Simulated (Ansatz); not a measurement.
CH₆AlBSe, SMILES `[AlH2][BH]C[SeH]`. Total charge 0; spin multiplicity 1. Geometry: relaxed with PBE0-D4/def2-TZVP. It is one conformer, not always the lowest.

```xyz
10

Al   -1.277    1.004    0.473
B     0.140   -0.428    1.195
C     0.896   -0.871   -0.113
Se   -0.299   -0.464   -1.639
H    -0.695    2.461    0.153
H    -2.857    0.781    0.459
H     0.495   -0.912    2.234
H     1.287   -1.884   -0.217
H     1.745   -0.179   -0.197
H     0.565    0.491   -2.348
```

Q: What is the dipole moment at ωB97M-V/def2-TZVPP? (An estimate is asked.)

A: Computed: 3.14 D, with components (2.50, -1.45, -1.23) D in this frame, pointing from negative to positive charge.

Q: And with PBE, r2SCAN, B3LYP? (Estimate.)

A: The calculation gave: PBE 3.20 D, r2SCAN 3.24 D, B3LYP 3.14 D.

Q: Give the Mulliken charges with ωB97M-V, r2SCAN, B3LYP in def2-TZVPP. (Estimate.)

A: Ansatz gave: 
```json
{"atom": "Al1", "ωB97M-V": "0.23", "r2SCAN": "0.32", "B3LYP": "0.25"}
{"atom": "B2", "ωB97M-V": "-0.23", "r2SCAN": "-0.14", "B3LYP": "-0.13"}
{"atom": "C3", "ωB97M-V": "-0.23", "r2SCAN": "-0.13", "B3LYP": "-0.19"}
{"atom": "Se4", "ωB97M-V": "0.00", "r2SCAN": "0.01", "B3LYP": "0.03"}
{"atom": "H5", "ωB97M-V": "-0.14", "r2SCAN": "-0.18", "B3LYP": "-0.17"}
{"atom": "H6", "ωB97M-V": "-0.13", "r2SCAN": "-0.18", "B3LYP": "-0.16"}
{"atom": "H7", "ωB97M-V": "0.11", "r2SCAN": "0.02", "B3LYP": "0.05"}
{"atom": "H8", "ωB97M-V": "0.15", "r2SCAN": "0.10", "B3LYP": "0.13"}
{"atom": "H9", "ωB97M-V": "0.16", "r2SCAN": "0.11", "B3LYP": "0.13"}
{"atom": "H10", "ωB97M-V": "0.09", "r2SCAN": "0.06", "B3LYP": "0.06"}
```

B3LYP here is the variant with VWN-RPA as its local correlation; programs differ in this.
